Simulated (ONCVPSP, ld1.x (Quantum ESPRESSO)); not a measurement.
Hardness and transferability of assorted potentials

Generated with ld1.x 7.5 (TM, RRKJ, ultrasoft, PAW), atompaw 4.2 or ONCVPSP 4.0.1. The cutoff is in Ry: for ld1.x and atompaw files where the sum of valence levels is converged to 10 mRy in a Bessel basis, for ONCV files where the hardest occupied wave has 1 mHa per electron of residual kinetic energy. The error is the largest all-electron minus pseudo excitation energy over each file’s own four to seven test configurations (ionisations up to +4, promotions, holes and added fractions of an electron), all of which were solved. The labels leave out finer settings (local radius, basis sizes, second energies), which also bear on the numbers. Spin-polarised tests are not counted. The rows are a selection from randomly drawn settings: files with unsolved tests, undetermined cutoffs or missed reference levels are left out.

A true bound ghost makes a file unfit for plane-wave use even where its test errors are small: the radial tests pick states by their node count and pass the ghost by.

```csv
element,potential,cutoff (Ry),largest error (meV),bound ghosts
Be,"ONCV, PBE, scalar-relativistic, rc 1.02/0.80/0.84 (spd), local smoothed, core correction no, reference 1s2 2s2, qcut 15/10.1/13.5, projectors 2/2/1",142,+5.0,none
B,"ultrasoft, LDA (PZ), scalar-relativistic, rc 1.14/3.00/2.55 (spd), local smoothed, core correction no, reference 2s2 2p1",21,+96,none
Ge,"RRKJ, PBE, scalar-relativistic, rc 1.45/2.35 (sp), local smoothed, core correction yes, reference 4s2 4p2",18,-210,none
W,"TM, PBE, scalar-relativistic, rc 2.30/4.00/1.50 (spd), local smoothed, core correction yes, reference 5d4 6s2 6p0",30,-579,"s, p"
```

(1) Fill in the row for Ga: ONCV, PW91, fully relativistic, rc 1.50/2.30 (sp), local s, core correction no, reference 4s2 4p0.5, qcut 3.6/3.1, projectors 0/2.

(2) Fill in the row for In: ONCV, PBE, scalar-relativistic, rc 2.35/2.70 (sp), local smoothed, core correction yes, reference 5s2 5p1, qcut 3.1/3.2, projectors 1/2.

(3) Fill in the row for Nb: ONCV, PW91, scalar-relativistic, rc 1.25/2.20/2.60 (spd), local smoothed, core correction yes, reference 4s2 4p6 4d4 5p1, qcut 6.8/6.1/5.6, projectors 2/2/2.

Answers

(1) cutoff 15 Ry, largest error +58 meV, bound ghosts: p3/2.

(2) cutoff 10 Ry, largest error -202 meV, bound ghosts: none.

(3) cutoff 45 Ry, largest error +3.6 meV, bound ghosts: none.
